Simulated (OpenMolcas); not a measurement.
A calculation on Hf.

```json
{
  "Program": "OpenMolcas 26.06",
  "Method": "SS-CASPT2, IPEA 0.25 Eh, imaginary shift 0.1 Eh (closed shells correlated: 5s 5p)",
  "Basis": "ANO-RCC-VQZP [9s8p6d4f3g2h]",
  "Scalar Hamiltonian": "DKH2, point nucleus",
  "Active space": "4 electrons in 11 orbitals (5d 6s 6d)",
  "State averaging": "2S+1 = 3 even, 35 roots (30 in the spin-orbit step); 2S+1 = 5 even, 10 roots kept (CI in the orbitals of an earlier block); 2S+1 = 1 even, 14 roots kept (CI in the orbitals of an earlier block)",
  "Spin-orbit coupling": "state interaction with AMFI integrals over the reference wave functions, term energies averaged over their components"
}
```

**Question.** Which level of the active space comes out lowest?

**Answer.** 5d² 6s² ³F₂, with 90 % of that term; it is also the measured ground level.

**Question.** How high does 5d³ 6s ⁵F₄ lie?

**Answer.** 16170 cm⁻¹ above the lowest level.

**Question.** How high does 5d³ 6s ⁵F₁ lie?

**Answer.** 13640 cm⁻¹ above the lowest level.

**Question.** How high does 5d² 6s² ¹G₄ lie?

**Answer.** 10980 cm⁻¹ above the lowest level; measured 10533 cm⁻¹ above the ground level, so the calculation is off by +4 %.

**Question.** The level at 5780 cm⁻¹ has J = 2. What is it made of, and what is its g factor?

**Answer.** 49 % 5d² 6s² ¹D₂, 43 % 5d² 6s² ³P, 7 % 5d² 6s² ³F; g = 1.193, against 1.000 from Landé's formula for the pure leading term.

Measured values: NIST Handbook of Basic Atomic Spectroscopic Data.

Term energies are means over components that CASPT2 splits; among the terms shown or strongly mixed into the levels shown the widest spread is 610 cm-1 (5d² 6s² ¹G). Some high roots are left out of the spin-orbit mixing, which shifts the levels that they would mix with. Terms from blocks run as CI alone lack orbitals of their own. Active for correlation alone: 6d; no level in the range computed is led by a configuration that fills it, so any true level of that kind is missing. Measured partners are found by configuration, term and J. A level has none where our copy of the source lacks it or the pairing is in doubt (some pairs that miss far off the trend of their configuration count as doubtful), and it then counts in no deviation. Levels of configurations outside the active space are missing.
